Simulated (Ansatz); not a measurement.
C2H6BN can be A, `BNC=C`, or B, `B/C=N/C`.

Calculated with Ansatz (gas phase, PBE0-D4/def2-TZVP geometries, no zero-point term in ΔE). CCSD(T)/CBS adds triple-zeta CCSD(T) − MP2 to the extrapolated MP2 energy (def2 sets, frozen cores). Functionals use def2-TZVPP. B3LYP here is the variant with VWN-RPA as its local correlation; programs differ in this. Each species was taken in one conformer, which may not be the lowest.

Question: Which isomer does CCSD(T)/CBS put lower? Give the gap. (Estimate.)

Answer: The calculation gave: A, by 175.3 kJ/mol.

Question: Give E(B) − E(A) in kJ/mol with B2PLYP, CCSD(T)/def2-SVP, PBE0-D4, CCSD(T)/def2-TZVPP, B3LYP, B3LYP-D4, BLYP-D4. (An estimate is asked.)

Answer: The calculation gave: B2PLYP 175.4, CCSD(T)/def2-SVP 173.9, PBE0-D4 179.1, CCSD(T)/def2-TZVPP 171.7, B3LYP 175.7, B3LYP-D4 176.5, BLYP-D4 172.7. None reverses the order clearly.

Question: Does the order hold for the free energy at 298.15 K (harmonic terms from PBE0-D4)? (Estimate.)

Answer: Ansatz gave: Yes: G(B) − G(A) = +164.8 kJ/mol, for one conformer each.

Largest T1 diagnostic: 0.013.

Leaving LDA and LC-ωPBE aside and taking each functional with its dispersion term where it has one, the values, not all of them listed here, spread over 12.0 kJ/mol, from revPBE-D4 to r2SCAN0-D4. LDA lies +20.2 kJ/mol from PBE without D4. From BLYP to BHLYP (50 % exact exchange), in def2-TZVPP and without D4, E(B) − E(A) moves by +5.9 kJ/mol.
